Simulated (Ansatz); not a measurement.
`FC(F)(F)C(F)(F)C(F)(F)C(F)(F)C(F)(F)C(F)(F)C(F)(F)C(F)(F)C(F)(F)C(F)(F)CC[S][Au]`, relaxed as a singlet with RKS PBE-D4/def2-SVP in Ansatz, starting from the GFN2-xTB geometry. Force threshold 0.03 eV/Å.

In the def2 sets Au takes a core potential; there is no spin–orbit coupling. Single mean-field runs in def2-SVP are fitted with def2-universal-jkfit.

Start:

```tsv
atom	x (Å)	y (Å)	z (Å)
F1	5.751	-1.799	2.394
C2	4.941	-1.499	3.399
F3	4.003	-2.436	3.476
F4	5.645	-1.531	4.521
C5	4.330	-0.068	3.206
F6	5.222	0.689	2.548
F7	4.158	0.482	4.418
C8	2.953	0.001	2.469
F9	2.050	-0.724	3.149
F10	2.541	1.279	2.507
C11	3.002	-0.462	0.982
F12	3.753	0.392	0.275
F13	3.605	-1.663	0.916
C14	1.606	-0.627	0.295
F15	1.836	-1.073	-0.949
F16	0.916	-1.585	0.935
C17	0.727	0.665	0.243
F18	1.483	1.738	-0.016
F19	0.164	0.840	1.449
C20	-0.382	0.546	-0.856
F21	-0.934	-0.681	-0.788
F22	0.194	0.677	-2.053
C23	-1.521	1.594	-0.653
F24	-2.333	1.129	0.320
F25	-0.999	2.745	-0.199
C26	-2.369	1.914	-1.923
F27	-3.300	2.817	-1.544
F28	-1.571	2.531	-2.811
C29	-3.096	0.709	-2.608
F30	-2.142	-0.165	-3.004
F31	-3.639	1.206	-3.740
C32	-4.152	0.052	-1.725
C33	-5.097	-0.855	-2.508
S34	-4.331	-2.340	-3.236
Au35	-3.224	-3.311	-1.468
H36	-3.636	-0.537	-0.959
H37	-4.731	0.843	-1.243
H38	-5.515	-0.324	-3.363
H39	-5.909	-1.171	-1.854
```

Estimate the energy that the relaxation releases and the steps that it takes.

6.6 kcal/mol, in 12 steps; 88 s on 2 threads of AMD EPYC 7R13 on a shared host and a share (18 GiB) of an NVIDIA H100 80GB HBM3. The force fell under the threshold at step 9, but the optimiser went on and released 0.002 eV more. No frequencies were taken in this run, so the end may be a saddle point.

Does the start keep its bonding?

By distances, no bond broke or formed. The bond that changes most is S34–Au35, from 2.30 to 2.28 Å (atoms count from 1).

Predict the relaxed structure.


Cartesian coordinates in Å:
```
F 5.6858 -1.7545 2.2375
C 5.0896 -1.4360 3.3961
F 4.2731 -2.4342 3.7680
F 6.0361 -1.2783 4.3335
C 4.2997 -0.0947 3.2547
F 5.0956 0.7928 2.6161
F 4.0459 0.3574 4.5072
C 2.9036 -0.1239 2.5319
F 2.0523 -0.8745 3.2678
F 2.4765 1.1648 2.5346
C 2.8896 -0.6429 1.0640
F 3.7425 0.0957 0.3229
F 3.3146 -1.9349 1.0738
C 1.4896 -0.6867 0.3382
F 1.7563 -1.1356 -0.9147
F 0.7150 -1.5930 0.9763
C 0.6945 0.6597 0.2242
F 1.5516 1.6681 -0.0478
F 0.0814 0.8885 1.4110
C -0.3917 0.6137 -0.9122
F -0.9929 -0.6081 -0.8762
F 0.2280 0.7803 -2.0969
C -1.4999 1.7064 -0.7381
F -2.3118 1.3294 0.2850
F -0.8949 2.8737 -0.4052
C -2.4018 2.0093 -1.9886
F -3.3337 2.9035 -1.5523
F -1.6313 2.6126 -2.9217
C -3.1578 0.8153 -2.6591
F -2.2066 0.0218 -3.2314
F -3.8846 1.3749 -3.6780
C -4.0846 0.0442 -1.7309
C -5.0060 -0.9644 -2.4171
S -4.2319 -2.4097 -3.2404
Au -2.8906 -3.2895 -1.6240
H -3.4750 -0.4661 -0.9598
H -4.7082 0.7998 -1.2093
H -5.5540 -0.4741 -3.2514
H -5.7644 -1.3106 -1.6876
```
Bond lengths: 21 × C–F 1.34 to 1.37 Å; 11 × C–C 1.52 to 1.58 Å; 1 × C–S 1.83 Å; 1 × Au–S 2.28 Å; 4 × C–H 1.11 Å.
